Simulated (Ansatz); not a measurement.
A short molecular-dynamics run on SnHF3.

```yaml
crystal:
  periodic: [false, false, false]
  atoms:
    - {symbol: Sn, position_ang: [0.000737, -0.001182, 0.118699]}
    - {symbol: H, position_ang: [0.011285, -0.017930, 1.800288]}
    - {symbol: F, position_ang: [1.728206, 0.010658, -0.650523]}
    - {symbol: F, position_ang: [-0.873919, 1.504395, -0.619072]}
    - {symbol: F, position_ang: [-0.866300, -1.495941, -0.649382]}
basis:
  gaussian: {orbitals: def2-SVP}
hamiltonian: {xc: {name: revPBE}}
md: {timestep: 1 fs, n_steps: 15, ensemble: nvt_langevin, temperature: 500, initial_velocities: maxwell_boltzmann, friction: 0.01, seed: 163}
scf: {omitted_lower_state_checks: [starts]}
```

```sh
$ ansatz run in.yaml --threads 4 --pin off --events-out ev --progress --plain --max-ram 3916MiB
```

```tsv
step	time (fs)	potential energy (eV)	kinetic (eV)	T (K)
0	0.0	-13991.7701	0.2585	400
1	1.0	-13991.7663	0.2325	360
2	2.0	-13991.7641	0.2359	365
3	3.0	-13991.7698	0.2537	393
4	4.0	-13991.7871	0.2532	392
5	5.0	-13991.8104	0.2865	443
6	6.0	-13991.8365	0.2716	420
7	7.0	-13991.8564	0.2946	456
8	8.0	-13991.8600	0.3130	484
9	9.0	-13991.8476	0.2806	434
10	10.0	-13991.8276	0.2500	387
11	11.0	-13991.8064	0.2381	368
12	12.0	-13991.7906	0.2031	314
13	13.0	-13991.7831	0.2019	312
14	14.0	-13991.7827	0.1988	308
15	15.0	-13991.7837	0.1905	295
```

Velocities are drawn at the set temperature; a run this short doesn't reach equilibrium. Under Langevin dynamics the printed temperature counts 3N degrees of freedom, so it starts below the set value.

In the def2 sets Sn takes a core potential; there is no spin–orbit coupling.

Frames (Å, forces in eV/Å):

```xyz
5
time=0.0 fs
Sn    0.001   -0.001    0.119    0.008   -0.013    1.332
H     0.011   -0.018    1.800    0.003   -0.005    0.471
F     1.728    0.011   -0.651    1.439    0.010   -0.610
F    -0.874    1.504   -0.619   -0.728    1.254   -0.584
F    -0.866   -1.496   -0.649   -0.722   -1.246   -0.609
5
time=1.0 fs
Sn   -0.001   -0.003    0.119    0.080    0.153    0.880
H     0.005    0.002    1.777    0.005   -0.024    0.846
F     1.732    0.018   -0.649    1.316   -0.002   -0.557
F    -0.871    1.512   -0.617   -0.673    1.137   -0.545
F    -0.864   -1.499   -0.650   -0.728   -1.264   -0.623
5
time=2.0 fs
Sn   -0.002   -0.005    0.118    0.148    0.322    0.491
H    -0.003    0.018    1.761    0.005   -0.034    1.121
F     1.737    0.026   -0.648    1.172   -0.015   -0.493
F    -0.869    1.520   -0.616   -0.601    0.991   -0.491
F    -0.863   -1.501   -0.651   -0.723   -1.264   -0.628
5
time=3.0 fs
Sn   -0.004   -0.007    0.119    0.198    0.491    0.204
H    -0.012    0.032    1.753    0.004   -0.041    1.257
F     1.742    0.034   -0.646    1.015   -0.030   -0.421
F    -0.867    1.529   -0.615   -0.514    0.818   -0.422
F    -0.862   -1.505   -0.652   -0.703   -1.239   -0.618
5
time=4.0 fs
Sn   -0.005   -0.009    0.119    0.235    0.657    0.047
H    -0.021    0.044    1.755    0.004   -0.050    1.228
F     1.748    0.042   -0.645    0.841   -0.045   -0.342
F    -0.867    1.538   -0.615   -0.414    0.623   -0.340
F    -0.863   -1.509   -0.653   -0.666   -1.185   -0.592
5
time=5.0 fs
Sn   -0.006   -0.012    0.120    0.272    0.848   -0.012
H    -0.029    0.057    1.763    0.005   -0.062    1.074
F     1.755    0.050   -0.644    0.650   -0.062   -0.256
F    -0.868    1.548   -0.615   -0.301    0.403   -0.245
F    -0.864   -1.513   -0.653   -0.626   -1.127   -0.562
5
time=6.0 fs
Sn   -0.007   -0.014    0.120    0.287    1.063    0.097
H    -0.037    0.071    1.782    0.012   -0.086    0.749
F     1.762    0.056   -0.643    0.471   -0.079   -0.173
F    -0.872    1.557   -0.616   -0.182    0.173   -0.144
F    -0.865   -1.517   -0.654   -0.588   -1.072   -0.529
5
time=7.0 fs
Sn   -0.008   -0.016    0.120    0.278    1.251    0.338
H    -0.046    0.086    1.811    0.025   -0.122    0.297
F     1.768    0.062   -0.643    0.308   -0.096   -0.097
F    -0.875    1.566   -0.617   -0.073   -0.036   -0.053
F    -0.867   -1.522   -0.655   -0.538   -0.997   -0.484
5
time=8.0 fs
Sn   -0.008   -0.018    0.121    0.249    1.404    0.576
H    -0.057    0.102    1.844    0.043   -0.165   -0.154
F     1.775    0.069   -0.643    0.154   -0.113   -0.024
F    -0.879    1.575   -0.617    0.028   -0.229    0.029
F    -0.868   -1.528   -0.657   -0.474   -0.897   -0.426
5
time=9.0 fs
Sn   -0.008   -0.020    0.121    0.203    1.537    0.733
H    -0.065    0.116    1.873    0.062   -0.206   -0.511
F     1.781    0.076   -0.643    0.017   -0.129    0.038
F    -0.883    1.583   -0.616    0.124   -0.413    0.106
F    -0.870   -1.533   -0.658   -0.406   -0.789   -0.366
5
time=10.0 fs
Sn   -0.007   -0.022    0.122    0.133    1.642    0.798
H    -0.072    0.126    1.896    0.077   -0.239   -0.756
F     1.787    0.082   -0.643   -0.090   -0.143    0.085
F    -0.887    1.592   -0.614    0.215   -0.586    0.176
F    -0.871   -1.540   -0.660   -0.334   -0.673   -0.303
5
time=11.0 fs
Sn   -0.006   -0.023    0.122    0.053    1.729    0.786
H    -0.078    0.135    1.911    0.090   -0.265   -0.906
F     1.792    0.088   -0.642   -0.181   -0.156    0.123
F    -0.892    1.600   -0.612    0.302   -0.750    0.241
F    -0.872   -1.546   -0.662   -0.264   -0.558   -0.243
5
time=12.0 fs
Sn   -0.006   -0.025    0.123   -0.021    1.787    0.686
H    -0.082    0.141    1.917    0.097   -0.282   -0.960
F     1.797    0.092   -0.640   -0.269   -0.166    0.158
F    -0.897    1.609   -0.610    0.384   -0.903    0.299
F    -0.873   -1.552   -0.664   -0.192   -0.436   -0.182
5
time=13.0 fs
Sn   -0.005   -0.025    0.123   -0.104    1.794    0.513
H    -0.086    0.143    1.915    0.102   -0.286   -0.930
F     1.802    0.097   -0.638   -0.344   -0.174    0.185
F    -0.902    1.617   -0.607    0.457   -1.036    0.347
F    -0.875   -1.559   -0.665   -0.111   -0.298   -0.115
5
time=14.0 fs
Sn   -0.005   -0.026    0.124   -0.181    1.776    0.271
H    -0.089    0.140    1.904    0.100   -0.278   -0.816
F     1.806    0.100   -0.635   -0.410   -0.180    0.206
F    -0.907    1.625   -0.604    0.524   -1.156    0.390
F    -0.876   -1.565   -0.668   -0.034   -0.162   -0.051
5
time=15.0 fs
Sn   -0.004   -0.026    0.125   -0.232    1.743   -0.028
H    -0.086    0.137    1.887    0.089   -0.265   -0.637
F     1.811    0.104   -0.631   -0.480   -0.186    0.226
F    -0.912    1.632   -0.601    0.583   -1.260    0.427
F    -0.877   -1.571   -0.671    0.040   -0.033    0.012
```

Hardware: 4 threads of Arm Neoverse V1 on a shared host. Wall time 8.5 s.
